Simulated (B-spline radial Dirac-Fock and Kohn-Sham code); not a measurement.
## L1 edges in EELS at 200 kV and 5 mrad, Ne to Mo

Model: the first Born approximation with generalised oscillator strengths from a Dirac-Hartree-Slater potential (longitudinal and transverse terms; continuum final states only, so no white lines or fine structure). Program: a radial atomic solver. Partial cross sections in barn for windows above the edge. Edges are tabulated values, any marked * orbital energies of the model.

```tsv
Z	element	edge (eV)	Δ = 50 eV	Δ = 100 eV	Δ = 200 eV
10	Ne	42.10*	13300	19100	22500
12	Mg	88.60	6860	10200	12600
15	P	189.0	2080	3340	4630
16	S	230.9	1440	2370	3380
20	Ca	438.4	362	630	985
22	Ti	560.9	199	355	573
23	V	626.7	151	271	443
24	Cr	696.0	116	211	350
25	Mn	769.1	88.1	160	269
26	Fe	844.6	68.1	125	211
28	Ni	1008.6	41.2	76.4	132
30	Zn	1196.2	25.2	47.0	82.5
32	Ge	1414.6	14.7	27.8	49.6
33	As	1527.0	11.3	21.5	38.7
34	Se	1652.0	8.68	16.6	30.0
36	Kr	1921.0	5.15	9.96	18.3
37	Rb	2065.0	4.05	7.78	14.3
38	Sr	2216.0	3.16	6.06	11.1
40	Zr	2532.0	1.94	3.74	6.92
42	Mo	2866.0	1.22	2.36	4.40
```

Values without a named source are computed, but for edge energies of neutral atoms, which are taken from tables.
